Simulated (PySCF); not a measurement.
Geometry (Å), atoms numbered from 1 in this order:
```xyz
33

Si    0.300    0.145    0.158
C     0.240    0.320    2.038
C    -1.167    0.219    2.620
H     0.712    1.277    2.326
H     0.889   -0.466    2.464
H    -1.178    0.320    3.717
H    -1.829    0.996    2.207
H    -1.625   -0.753    2.375
C     2.096    0.021   -0.408
C     2.916    1.260   -0.057
H     2.095   -0.140   -1.501
H     2.560   -0.881    0.028
H     3.944    1.205   -0.451
H     2.453    2.172   -0.466
H     2.995    1.399    1.033
N    -0.554    1.527   -0.452
C    -0.944    1.743   -1.825
C    -2.385    2.208   -1.960
H    -0.631    2.349    0.136
H    -0.278    2.468   -2.337
H    -0.820    0.786   -2.358
H    -3.072    1.472   -1.515
H    -2.665    2.354   -3.016
H    -2.543    3.167   -1.439
N    -0.536   -1.240   -0.480
C     0.006   -2.556   -0.727
C    -0.015   -3.488    0.479
H    -1.545   -1.235   -0.366
H    -0.537   -3.031   -1.564
H     1.044   -2.446   -1.082
H     0.581   -3.073    1.307
H     0.391   -4.482    0.230
H    -1.043   -3.628    0.850
```

No solvent, rapidly exchanging positions averaged, non-relativistic, one conformer. NMR shieldings at KT2/pcSseg-1/GIAO; structure optimised with PBE0-D3(BJ)/def2-SVP; PySCF 2.14.

Shifts are taken against calculated references (same method and geometry level): $^{13}$C, $^{1}$H, $^{29}$Si against TMS; NH3 for $^{15}$N.

| atoms | nucleus | count | δ (ppm) |
| --- | --- | --- | --- |
| H19/H28 | $^{1}$H | 2 | ? |
| C18/C27 | $^{13}$C | 2 | ? |
| H6/H7/H8/H13/H14/H15 | $^{1}$H | 6 | 0.98 |
| C2/C9 | $^{13}$C | 2 | 9.8 |
| Si1 | $^{29}$Si | 1 | -5.9 |
| H22/H23/H24/H31/H32/H33 | $^{1}$H | 6 | 0.97 |
| C3/C10 | $^{13}$C | 2 | 9.3 |
| N16/N25 | $^{15}$N | 2 | ? |
| H20/H21/H29/H30 | $^{1}$H | 4 | 2.88 |
| H4/H5/H11/H12 | $^{1}$H | 4 | 0.46 |
| C17/C26 | $^{13}$C | 2 | 40.5 |

Estimate the values marked ?.

## Answers


- C18/C27: 24.2 ppm, carbon bonded to C, 3 H
- H19/H28: 0.23 ppm, hydrogen on a nitrogen bonded to C, Si
- N16/N25: 51.5 ppm, nitrogen bonded to C, Si, H

OH and NH positions are those of a molecule without intermolecular hydrogen bonds; in solution they move with solvent, concentration and temperature, and exchange usually removes their couplings. Shifts are as computed. Against solution values, carbons near 30 ppm lie about +2 ppm off and those near 130 ppm about -5 ppm. Of 1313 compounds with measured shifts, 239 miss one by over three times the rms of a fit or turn the order of signals round; such compounds aren't used in these exercises. Experimental scales use liquid or dissolved standards, which lie at an offset from isolated NH3 (liquid NH3: subtract about 20 ppm).
